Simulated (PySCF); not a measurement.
## Field gradients at the hydrogen positions

Species: C2H10O2SSi2.
Z-matrix (Å and degrees, GFN2-xTB geometry), rows numbered from 1:
```
C 
C   1  1.5202
O   2  1.4014  1  112.23
Si  3  1.6081  2  130.49  1    67.04
S   4  2.1455  3  109.31  2    43.79
Si  5  2.1506  4  101.58  3   169.28
O   6  1.6186  5  110.81  4   -64.85
H   1  1.0874  2  110.00  3    54.07
H   1  1.0872  2  109.86  3   -65.73
H   1  1.0864  2  109.88  3   174.25
H   2  1.0960  1  109.96  3   121.54
H   2  1.0950  1  110.40  3  -118.21
H   4  1.4496  3  100.74  2   161.81
H   4  1.4605  3  113.82  2   -74.56
H   6  1.4486  5  111.19  4    47.89
H   6  1.4522  5  102.56  4   173.87
H   7  0.9544  6  122.56  5   -49.49
```

Level: PBE0/pcSseg-1 (PySCF, non-relativistic); Q(2H) = 0.00286 b; rigid geometry, the same for H and D, with no vibrational averaging.

Task: Rank these positions by the coupling χzz of a deuteron there, largest first.
A. H14 (Si–H hydrogen)
B. H8 (methyl hydrogen)
C. H17 (hydroxyl hydrogen)
D. H11 (methylene hydrogen)
E. H13 (Si–H hydrogen)

Result: C (341 kHz), B (211 kHz), D (192 kHz), E (114 kHz), A (108 kHz).

Task: Give the electric field gradient Vzz (the principal value of largest size), its asymmetry and the 2H coupling at each hydrogen.

Result: 
| atom | bonded to | bond length (Å) | Vzz (au) | η | χzz (kHz) |
| --- | --- | --- | --- | --- | --- |
| H8 | C1 | 1.087 | 0.3141 | 0.01 | 211 |
| H9 | C1 | 1.087 | 0.3131 | 0.03 | 210 |
| H10 | C1 | 1.086 | 0.3176 | 0.02 | 213 |
| H11 | C2 | 1.096 | 0.2859 | 0.08 | 192 |
| H12 | C2 | 1.095 | 0.2902 | 0.06 | 195 |
| H13 | Si4 | 1.450 | 0.1697 | 0.01 | 114 |
| H14 | Si4 | 1.461 | 0.1605 | 0.03 | 108 |
| H15 | Si6 | 1.449 | 0.1689 | 0.02 | 113 |
| H16 | Si6 | 1.452 | 0.1658 | 0.01 | 111 |
| H17 | O7 | 0.954 | 0.5068 | 0.05 | 341 |

Task: Average by the element that carries the hydrogen.

Result: on C: 204 kHz over 5 positions, mean bond length 1.090 Å; on Si: 112 kHz over 4 positions, mean bond length 1.453 Å; on O: 341 kHz over 1 position, mean bond length 0.954 Å.

Isolated species at its GFN2-xTB geometry (one conformer only). GFN2-xTB bond lengths can be off by several hundredths of an ångström, more for odd bonds, and the gradients follow them. With a basis this small, the couplings can be 20 % off.
